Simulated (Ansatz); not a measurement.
Relaxation of H$_{5}$OPZn (8 atoms, charge 0, multiplicity 1), to a largest force component of 0.03 eV/Å in at most 50 steps.

Theory: Ansatz, RKS PBE0/def2-mTZVP.

```xyz
8
Properties=species:S:1:pos:R:3
Zn -0.678 0.109 0.501
H 1.059 -1.770 -0.713
O -1.546 -0.960 1.638
H 1.126 -1.210 -1.117
P 0.494 1.397 -0.976
H -2.225 -1.525 1.259
H 0.099 2.650 -0.419
H 1.671 1.309 -0.173
```

Where does it end, and by what steps?

The run converged. The force dipped under the threshold on the way, but the program's further checks kept it going. After 47 steps the energy has fallen by 0.163 eV; H4 moved furthest, 2.20 Å.

```
step  energy less start (eV)  largest force component (eV/Å)  accepted
   0                  0.0000                           1.861       yes
   2                 -0.1178                           0.114       yes
   4                 -0.1271                           0.102       yes
   6                 -0.1291                           0.052       yes
   8                 -0.1296                           0.048       yes
  10                 -0.1301                           0.090       yes
  12                 -0.1308                           0.108       yes
  14                 -0.1318                           0.034       yes
  16                 -0.1331                           0.120       yes
  18                 -0.1356                           0.274       yes
  20                 -0.1375                           0.166       yes
  22                 -0.1426                           0.131       yes
  24                 -0.1463                           0.068       yes
  26                 -0.1490                           0.017       yes
  28                 -0.1515                           0.207       yes
  30                 -0.1549                           0.130       yes
  32                 -0.1567                           0.206        no
  34                 -0.1592                           0.081       yes
  36                 -0.1603                           0.085       yes
  38                 -0.1615                           0.036       yes
  40                 -0.1620                           0.066       yes
  42                 -0.1625                           0.048       yes
  44                 -0.1628                           0.034       yes
  46                 -0.1630                           0.045       yes
  47                 -0.1632                           0.016       yes
```

```xyz
8
Properties=species:S:1:pos:R:3
Zn -0.600 0.570 0.172
H 0.750 -2.835 -0.184
O -0.867 -1.114 0.714
H 1.247 -3.310 -0.479
P -0.195 2.691 -0.520
H -1.776 -1.426 0.649
H 0.371 3.076 0.732
H 1.070 2.347 -1.084
```

Run time: 94 s on 2 threads of Arm Neoverse V2, with other jobs on the host, peak memory 0.2 GiB.
